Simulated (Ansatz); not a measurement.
Consider the isomerisation: `C=C([SiH3])CC` → `C[SiH]1CCC1`.

Program: Ansatz. Geometries: PBE0-D4/def2-TZVP. ΔE: electronic, gas phase. CCSD(T)/CBS adds triple-zeta CCSD(T) − MP2 to the extrapolated MP2 energy (def2 sets, frozen cores). Each species was taken in one conformer, which may not be the lowest.

| species | CCSD(T)/CBS(def2) energy (Eh) |
| --- | --- |
| `C=C([SiH3])CC` | -447.28557 |
| `C[SiH]1CCC1` | -447.30941 |

(1) Work out ΔE.

Largest T1 diagnostic among the species: 0.011.

## Answers

(1) ΔE = (-447.30941) − (-447.28557) = -0.02384 Eh = -0.65 eV.

From PBE to PBE0 (25 % exact exchange), in def2-TZVPP and without D4, ΔE moves by −0.08 eV. In def2-TZVPP, CCSD(T) changes the Hartree–Fock value by −0.23 eV (the triples alone add +0.01 eV) and MP2 by −0.34 eV.
